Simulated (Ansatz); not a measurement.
`O[CH2][Al]([SH])[Br]` + `C=CCCl` → `[SH][Al]([Cl])[Br]` + `C=CCCO`  (formal exchange of groups at the Al–C bond)

Program: Ansatz. Geometries: PBE0-D4/def2-TZVP. ΔE: electronic, gas phase. CBS: MP2 limit from def2 TZ/QZ plus the TZ coupled-cluster correction, frozen cores. Functionals use def2-TZVPP. B3LYP here is the variant with VWN-RPA as its local correlation; programs differ in this. For Br outer-core shells are correlated without core-valence functions, which leaves a few kJ/mol of doubt a bond. Scalar relativity is left out up to krypton. One conformer a species, not always the lowest.

```json
{"species": "`O[CH2][Al]([SH])[Br]`", "B3LYP-D4 energy (Eh)": "-3330.77230"}
{"species": "`C=CCCl`", "B3LYP-D4 energy (Eh)": "-577.59256"}
{"species": "`[SH][Al]([Cl])[Br]`", "B3LYP-D4 energy (Eh)": "-3675.89474"}
{"species": "`C=CCCO`", "B3LYP-D4 energy (Eh)": "-232.54751"}
```

(1) Work out ΔE.

Largest T1 diagnostic among the species: 0.010.

Answers

(1) ΔE = (-3675.89474) + (-232.54751) − (-3330.77230) − (-577.59256) = -0.07739 Eh = -48.6 kcal/mol. CCSD(T)/CBS gives -50.8 kcal/mol.

From PBE to PBE0 (25 % exact exchange), in def2-TZVPP and without D4, ΔE moves by −2.5 kcal/mol. The D4 term adds −0.8 kcal/mol with B3LYP and −0.4 kcal/mol with PBE0; it sums over pairs of atoms, weighted by their polarisabilities, and B3LYP, whose exchange is more repulsive, gets the larger term.
